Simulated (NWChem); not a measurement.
Everything below was run with NWChem. System: H3AlO3, charge 0, spin multiplicity 1, at a geometry optimised with PBE0/def2-SVP. The structure started from a generated list of species. Level: MP2/def2-SVP, 8 core orbitals frozen.

Output (cleaned and shortened):

```
             Northwest Computational Chemistry Package (NWChem) 7.3.0
             --------------------------------------------------------

                                NWChem Input Module
                                -------------------

 Scaling coordinates for geometry "geometry" by  1.889725989
 (inverse scale =  0.529177249)

 Turning off AUTOSYM since
 SYMMETRY directive was detected!

                             Geometry "geometry" -> ""
                             -------------------------

 Output coordinates in angstroms (scale by  1.889725989 to convert to a.u.)

  No.       Tag          Charge          X              Y              Z
 ---- ---------------- ---------- -------------- -------------- --------------
    1 Al                  13.0000     0.00004800    -0.00003200     0.00000000
    2 O                    8.0000     1.46641700     0.85124000     0.00000000
    3 H                    1.0000     1.52326000     1.80762300     0.00000000
    4 O                    8.0000    -1.47026500     0.84438000     0.00000000
    5 H                    1.0000    -2.32711300     0.41574600     0.00000000
    6 O                    8.0000     0.00383400    -1.69555700     0.00000000
    7 H                    1.0000     0.80334900    -2.22345500     0.00000000

 Effective nuclear repulsion energy (a.u.)     161.7097456447

            Nuclear Dipole moment (a.u.)
            ----------------------------
        X                 Y               Z
 ---------------- ---------------- ----------------
     0.0000151178     0.0000037795     0.0000000000

      Symmetry information
      --------------------

 Group name             Cs
 Group number              2
 Group order               2
 No. of unique centers     7

      Symmetry unique atoms

     1    2    3    4    5    6    7


 Summary of "ao basis" -> "" (spherical)
 ------------------------------------------------------------------------------
       Tag                 Description            Shells   Functions and Types
 ---------------- ------------------------------  ------  ---------------------
 *                          def2-svp                  on all atoms

 Summary of "ao basis" -> "ao basis" (spherical)
 ------------------------------------------------------------------------------
       Tag                 Description            Shells   Functions and Types
 ---------------- ------------------------------  ------  ---------------------
 Al                         def2-svp                 8       18   4s3p1d
 O                          def2-svp                 6       14   3s2p1d
 H                          def2-svp                 3        5   2s1p

                                 NWChem SCF Module
                                 -----------------

  ao basis        = "ao basis"
  functions       =    75
  atoms           =     7
  closed shells   =    20
  open shells     =     0
  charge          =   0.00
  wavefunction    = RHF
  use symmetry    = T
  symmetry adapt  = T

 Summary of "ao basis" -> "ao basis" (spherical)
 ------------------------------------------------------------------------------
       Tag                 Description            Shells   Functions and Types
 ---------------- ------------------------------  ------  ---------------------
 Al                         def2-svp                 8       18   4s3p1d
 O                          def2-svp                 6       14   3s2p1d
 H                          def2-svp                 3        5   2s1p

      Symmetry analysis of basis
      --------------------------

        a'         55
        a"         20

 Forming initial guess at       0.0s

      Superposition of Atomic Density Guess
      -------------------------------------

 Sum of atomic energies:        -467.36271585

      Non-variational initial energy
      ------------------------------

 Total energy =    -468.159263
 1-e energy   =    -967.951620
 2-e energy   =     338.082612
 HOMO         =      -0.505274
 LUMO         =      -0.056549

      Symmetry analysis of molecular orbitals - initial
      -------------------------------------------------

  Numbering of irreducible representations:

     1 a'          2 a"
[...]
    22      0.426236  2 O  px                25      0.315398  2 O  px
    60      0.284723  6 O  px                61      0.250620  6 O  py
    63      0.206837  6 O  px                64      0.196629  6 O  py

 Vector   19  Occ=2.000000D+00  E=-4.865600D-01  Symmetry=a"
              MO Center=  2.8D-01, -7.8D-01, -5.5D-17, r^2= 2.7D+00
   Bfn.  Coefficient  Atom+Function         Bfn.  Coefficient  Atom+Function
  ----- ------------  ---------------      ----- ------------  ---------------
    62      0.488609  6 O  pz                65      0.406601  6 O  pz
    24     -0.315499  2 O  pz                27     -0.263139  2 O  pz
    43     -0.173256  4 O  pz

 Vector   20  Occ=2.000000D+00  E=-4.865499D-01  Symmetry=a"
              MO Center= -2.8D-01,  7.8D-01,  3.2D-16, r^2= 2.7D+00
   Bfn.  Coefficient  Atom+Function         Bfn.  Coefficient  Atom+Function
  ----- ------------  ---------------      ----- ------------  ---------------
    43      0.464255  4 O  pz                46      0.386680  4 O  pz
    24     -0.382127  2 O  pz                27     -0.317643  2 O  pz

 Vector   21  Occ=0.000000D+00  E= 9.693786D-02  Symmetry=a'
              MO Center=  1.4D-04, -1.3D-04, -1.5D-15, r^2= 5.8D+00
   Bfn.  Coefficient  Atom+Function         Bfn.  Coefficient  Atom+Function
  ----- ------------  ---------------      ----- ------------  ---------------
     4      1.507321  1 Al s                 21     -0.378258  2 O  s
    40     -0.378248  4 O  s                 59     -0.378305  6 O  s
     3     -0.370063  1 Al s

 Vector   22  Occ=0.000000D+00  E= 1.488740D-01  Symmetry=a"
              MO Center=  6.1D-05, -3.8D-05, -4.3D-16, r^2= 4.8D+00
   Bfn.  Coefficient  Atom+Function         Bfn.  Coefficient  Atom+Function
  ----- ------------  ---------------      ----- ------------  ---------------
    13      1.037903  1 Al pz                27     -0.233433  2 O  pz
    46     -0.233431  4 O  pz                65     -0.233433  6 O  pz
    24     -0.160316  2 O  pz                43     -0.160311  4 O  pz
    62     -0.160315  6 O  pz

 Vector   23  Occ=0.000000D+00  E= 2.028783D-01  Symmetry=a'
              MO Center=  2.3D-02, -7.4D-01, -1.1D-16, r^2= 7.3D+00
   Bfn.  Coefficient  Atom+Function         Bfn.  Coefficient  Atom+Function
  ----- ------------  ---------------      ----- ------------  ---------------
    72     -0.744869  7 H  s                 59      0.733999  6 O  s
    40     -0.681210  4 O  s                 12      0.620156  1 Al py
    53      0.565870  5 H  s                 11     -0.399219  1 Al px
    63      0.265274  6 O  px                34      0.178944  3 H  s
    26     -0.150038  2 O  py

 center of mass
 --------------
 x =   0.00001365 y =   0.00000140 z =   0.00000000

 moments of inertia (a.u.)
 ------------------
         276.499522429229          -0.016902221513           0.000000000000
          -0.016902221513         276.464452038564           0.000000000000
           0.000000000000           0.000000000000         552.963974467793

  Mulliken analysis of the total density
  --------------------------------------

    Atom       Charge   Shell Charges
 -----------   ------   -------------------------------------------------------
    1 Al  13    11.72   2.00  1.99  0.44 -0.03  5.94  0.69  0.27  0.41
    2 O    8     8.64   1.99  1.03  0.70  2.86  2.05  0.01
    3 H    1     0.78   0.66  0.05  0.07
    4 O    8     8.64   1.99  1.03  0.70  2.86  2.05  0.01
    5 H    1     0.78   0.66  0.05  0.07
    6 O    8     8.64   1.99  1.03  0.70  2.86  2.05  0.01
    7 H    1     0.78   0.66  0.05  0.07

       Multipole analysis of the density wrt the origin
       ------------------------------------------------

     L   x y z        total         open         nuclear
     -   - - -        -----         ----         -------
     0   0 0 0     -0.000000      0.000000     40.000000

     1   1 0 0     -0.000171      0.000000      0.000015
     1   0 1 0     -0.000331      0.000000      0.000004
     1   0 0 1     -0.000000      0.000000      0.000000

     2   2 0 0    -20.627727      0.000000    153.119121
     2   1 1 0     -0.001514      0.000000      0.008067
     2   1 0 1     -0.000000      0.000000      0.000000
     2   0 2 0    -20.624498      0.000000    153.141890
     2   0 1 1      0.000000      0.000000      0.000000
     2   0 0 2    -19.301883      0.000000      0.000000

                   NWChem MP2 Semi-direct Energy/Gradient Module
                   ---------------------------------------------

  Basis functions       =     75
  Molecular orbitals    =     75
  Frozen core           =      8
  Frozen virtuals       =      0
  Active alpha occupied =     12
  Active beta occupied  =     12
  Active alpha virtual  =     55
  Active beta virtual   =     55
  Use MO symmetry       = T
  Use skeleton AO sym   = T

  AO/Fock/Back tols     =   1.0D-09  1.0D-09  1.0D-09

 GA uses MA = F    GA memory limited = T

 Available:
  local mem=  1.26D+08
 global mem=  1.44D+08
 local disk=  0.00D+00
  mp2_memr nvloc                    55
  nvloc new                    55
   1 passes of  12:        3145728                      28305                   6223333.
   1 passes of  12: M    126153492           G      144167950           F     123007764.

 Semi-direct pass number   1 of   1  for RHF alpha+beta  at        0.8s
  vrange nnbf                  2769
  mp2_eaftype                    23  avail_ma_in_mb                  1099
 EAF : mp2_eaftype filesize          23    3111666.
  mp2_eaf for mointskh                     23
Node 0 wrote     14.6 Mb in      0.0 s     Agg I/O rate:  2410.2 Mb/s
 Done moints_semi at        1.6s
  mp2_eaftype                    23  avail_ma_in_mb                  1076
 EAF : mp2_eaftype filesize          23    3111666.
  mp2_eaf for kh                    23
 Done maket at        1.7s
 Done multipass loop at        1.7s

          -------------------------------------------
          SCF energy                -468.169281393135
          Correlation energy          -0.623357852286
          Singlet pairs               -0.375446994757
          Triplet pairs               -0.247910857530
          Total MP2 energy          -468.792639245421
          -------------------------------------------

          ---------------------------------------------------
                    Spin Component Scaled (SCS) MP2
          Same spin pairs                     -0.165273905020
          Same spin scaling factor             0.333333333333
          Opposite spin pairs                 -0.458083947266
          Opposite spin scaling fact.          1.200000000000
          SCS-MP2 correlation energy          -0.604792038393
          Total SCS-MP2 energy              -468.774073431528
          ---------------------------------------------------

 -----------------------
 Performance information
 -----------------------

 Timer overhead =  1.69D-07 seconds/call

               Nr. of calls         CPU time (s)                 Wall time (s)                GFlops
             ---------------    -------------------     ------------------------------   -------------------
Name         Min   Avg   Max    Min     Avg     Max     Min     Avg     Max   Mx/calls   Min     Max     Sum
mp2: moin     1     1     1   0.86    0.86    0.86     0.86    0.86    0.86    0.86      0.0     0.0     0.0
mp2: make     1     1     1   7.36E-2 7.36E-2 7.36E-2  7.36E-2 7.36E-2 7.36E-2 7.36E-2   0.0     0.0     0.0
mp2: tota     1     1     1   0.95    0.95    0.95     0.95    0.95    0.95    0.95      0.0     0.0     0.0

 The average no. of pstat calls per process was 3.00D+00
 with a timing overhead of 5.08D-07s

 Task  times  cpu:        1.7s     wall:        1.7s

 Total times  cpu:        1.7s     wall:        1.7s
```

### Question
Write an NWChem input that would produce this output.

### Answer
Several could match; the one computed here: 
```
start mol
memory heap 200 mb stack 900 mb global 1100 mb
geometry units angstroms nocenter noautoz
  Al     0.000048    -0.000032     0.000000
  O      1.466417     0.851240     0.000000
  H      1.523260     1.807623     0.000000
  O     -1.470265     0.844380     0.000000
  H     -2.327113     0.415746     0.000000
  O      0.003834    -1.695557     0.000000
  H      0.803349    -2.223455     0.000000
  symmetry group Cs
end
basis spherical
  * library def2-svp
end
scf
  rhf
  nopen 0
  maxiter 100
  thresh 1e-7
  semidirect memsize 60000000 filesize 0
end
mp2
  freeze core 8
end
task mp2 energy
```
